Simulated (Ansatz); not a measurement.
Cost and result up the ladder for Si(OAc)2H2 (C4H8O4Si) (17 atoms). Charge 0, multiplicity 1. Geometry: r2SCAN-D4/def2-SVP.

```xyz
17

Si   -0.217    0.764    0.343
O    -0.805   -0.075   -1.036
C    -1.782    0.584   -1.684
C    -2.297   -0.147   -2.885
O    -2.170    1.665   -1.289
H    -3.081    0.440   -3.376
H    -2.689   -1.128   -2.577
H    -1.468   -0.341   -3.582
O     0.949   -0.408    0.812
C     1.636   -0.065    1.916
C     2.649   -1.088    2.328
O     1.413    0.984    2.485
H     3.187   -0.748    3.219
H     3.351   -1.267    1.499
H     2.143   -2.045    2.528
H    -1.275    0.864    1.367
H     0.455    2.012   -0.069
```

Ansatz on 4 threads of Intel Xeon on a shared host. Times are rough, and most runs start from the orbitals of an earlier one. r2SCAN0-D4/def2-TZVP serves as the yardstick here, not as an exact answer. Differences are given only for rows in sets of like size (and for xTB, whose basis is part of the method), since another set adds its own error. Binding counts from free atoms at the same level (Si triplet, O triplet, C triplet, H doublet; other spins of the atoms weren't run), without zero-point energy or a counterpoise term.

B3LYP takes the VWN-RPA correlation. Correlated methods freeze 13 core orbitals. The rows differ in basis, and correlated rows in double-zeta sets carry the largest basis error.

Correlated methods converge slowly with the basis, most of all in double-zeta sets.

| level | functions | wall time |
| --- | --- | --- |
| HF/6-31G | 101 | 1.6 s |
| PBE-D4/def2-SVP | 170 | 3.1 s |
| B3LYP-D4/6-31G | 101 | 3.1 s |
| PBE0-D4/def2-SVP | 170 | 4.8 s |
| PBE-D4/def2-TZVP | 333 | 6.5 s |
| r2SCAN-D4/def2-TZVP | 333 | 12 s |
| PBE0-D4/def2-TZVP | 333 | 13 s |
| PBE-D4/def2-TZVPD | 423 | 13 s |
| r2SCAN0-D4/def2-TZVP | 333 | 16 s |
| MP2/def2-TZVP | 333 | 17 s |
| HF/def2-TZVP (with forces) | 333 | 17 s |
| HF/def2-TZVPD | 423 | 20 s |
| PBE0-D4/def2-TZVPD | 423 | 23 s |
| CCSD(T)/def2-SVP | 170 | 1.8 min |

Problem. Estimate what each level gives for the binding energy per atom (eV).

Solution. 
| level | binding energy per atom (eV) | difference from r2SCAN0-D4/def2-TZVP (eV) |
| --- | --- | --- |
| HF/6-31G | 2.71 | – |
| PBE-D4/def2-SVP | 4.62 | – |
| B3LYP-D4/6-31G | 4.12 | – |
| PBE0-D4/def2-SVP | 4.49 | – |
| PBE-D4/def2-TZVP | 4.57 | 0.21 |
| r2SCAN-D4/def2-TZVP | 4.47 | 0.10 |
| PBE0-D4/def2-TZVP | 4.45 | 0.09 |
| PBE-D4/def2-TZVPD | 4.57 | 0.21 |
| r2SCAN0-D4/def2-TZVP | 4.36 | 0.00 |
| MP2/def2-TZVP | 4.41 | 0.05 |
| HF/def2-TZVP (with forces) | 3.15 | -1.21 |
| HF/def2-TZVPD | 3.15 | -1.21 |
| PBE0-D4/def2-TZVPD | 4.45 | 0.09 |
| CCSD(T)/def2-SVP | 4.22 | – |
